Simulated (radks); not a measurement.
Trend from Li to Ne: ionisation energy by Delta-SCF between NIST ground configurations, and size. All-electron calculation, scalar-relativistic Kohn-Sham, PBEsol, spin-polarised, spherical densities, point nucleus; open shells are filled with parallel spins first. Program: a radial shooting solver on a logarithmic mesh with Libxc functionals.

species  configuration  configuration of the ion  IE (eV)  NIST (eV)  kind  r at 0.001 e/bohr^3 (bohr)
Li            [He] 2s1                      [He]    5.474      5.392  exp.                        4.18
Be            [He] 2s2                  [He] 2s1    8.894      9.323  exp.                        4.14
B         [He] 2s2 2p1                  [He] 2s2    8.413      8.298  exp.                        3.90
C         [He] 2s2 2p2              [He] 2s2 2p1   11.613     11.260  exp.                        3.64
N         [He] 2s2 2p3              [He] 2s2 2p2   14.848     14.534  exp.                        3.41
O         [He] 2s2 2p4              [He] 2s2 2p3   13.535     13.618  exp.                        3.27
F         [He] 2s2 2p5              [He] 2s2 2p4   17.742     17.423  exp.                        3.12
Ne                [Ne]              [He] 2s2 2p5   21.890     21.565  exp.                        2.98

Reference values: NIST Atomic Spectra Database (exp. = measured, semi-emp. = semi-empirical, theory = theoretical value adopted there). Open shells are spherical and high-spin; term and fine-structure splittings are not resolved.
